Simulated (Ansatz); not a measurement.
`[NH2][In]([Cl])[O][SiH3]`. Charge 0, multiplicity 1. In: def2 effective core potential. All single points use the PBE0-D4/def2-TZVP geometry. It is one conformer, not always the lowest.

```xyz
10

N     2.849    0.048   -0.110
In    0.975   -0.154    0.553
Cl    0.416   -1.003    2.631
O    -0.542    0.183   -0.650
Si   -2.165    0.033   -0.558
H     3.548    0.199    0.604
H     2.971    0.726   -0.849
H    -2.749    0.419   -1.870
H    -2.735    0.918    0.497
H    -2.569   -1.368   -0.248
```

Problem. What is the dipole moment at PBE/def2-TZVPP? (Estimate.)

Solution. Computed: 2.97 D, with components (2.55, 1.39, -0.61) D in this frame, pointing from negative to positive charge.

Problem. And with r2SCAN, B3LYP, ωB97M-V? (Estimate.)

Solution. The calculation gave: r2SCAN 3.02 D, B3LYP 2.93 D, ωB97M-V 2.92 D.

Problem. Give the Mulliken charges with PBE, ωB97M-V, B3LYP in def2-TZVPP. (An estimate is asked.)

Solution. The calculation gave: 
```
atom    PBE  ωB97M-V  B3LYP
  N1  -0.43    -0.42  -0.44
 In2   0.80     0.90   0.91
 Cl3  -0.34    -0.33  -0.36
  O4  -0.47    -0.57  -0.55
 Si5   0.35     0.33   0.42
  H6   0.16     0.12   0.14
  H7   0.16     0.12   0.14
  H8  -0.07    -0.05  -0.09
  H9  -0.08    -0.05  -0.09
 H10  -0.07    -0.05  -0.09
```

B3LYP here is the variant with VWN-RPA as its local correlation; programs differ in this.
